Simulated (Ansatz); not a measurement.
Si(CF3)(Cl)(H)2 (CH2ClF3Si), SMILES FC(F)(F)[SiH2]Cl.

Coordinates come from a PBE0-D3(BJ)/def2-SVP optimisation.

Two levels are set side by side: PBE/def2-SVPD (Ansatz, a program for electronic structure) and CAM-B3LYP/def2-SVPD (Ansatz). Energy differences of separate SCF runs at the same geometry; the states with an electron removed or added have multiplicity 2 and 2. Differences are taken from unrounded values.

```tsv
quantity	PBE
vertical ionisation energy (eV)	11.03
vertical singlet–triplet gap (eV)	6.39
```

### Question
These are the PBE values. What does CAM-B3LYP give? (An estimate is asked for; the answer gives what the named calculation found.)

### Answer

```
quantity                           CAM-B3LYP  PBE minus CAM-B3LYP
---------------------------------  ---------  -------------------
vertical ionisation energy (eV)        11.89                -0.86
vertical singlet–triplet gap (eV)       7.39                -1.00
```
